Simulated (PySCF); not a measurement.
H₄AlFO₂S, singlet (PBE0/def2-SVP optimised geometry):

```
9

Al    -0.177    -1.143     0.000
F     -0.970    -1.570    -1.416
O     -0.993    -1.406     1.489
H     -0.743    -2.100     2.101
O      1.528    -1.143     0.000
H      2.049    -1.228    -0.799
S     -1.045     1.228     0.000
H     -2.049     0.886    -0.839
H     -1.708     0.799     1.103
```

Method: PBE0/def2-TZVP run with PySCF.

Q: What are the frontier orbital energies and the dipole moment?

A: HOMO-2 -9.14 eV, HOMO-1 -8.67 eV, HOMO -8.60 eV, LUMO -0.46 eV, LUMO+1 -0.01 eV; dipole moment 2.15 D.

On the same geometry PBE/def2-TZVP run with PySCF 2.14.0 gives HOMO-2 -7.39 eV, HOMO-1 -6.94 eV, HOMO -6.91 eV, LUMO -1.48 eV, LUMO+1 -0.91 eV; dipole moment 2.14 D.

Meta-Löwdin charges at PBE0/def2-TZVP: Al1 1.23, F2 -0.57, O3 -0.82, H4 0.35, O5 -0.81, H6 0.35, S7 -0.03, H8 0.15, H9 0.16.
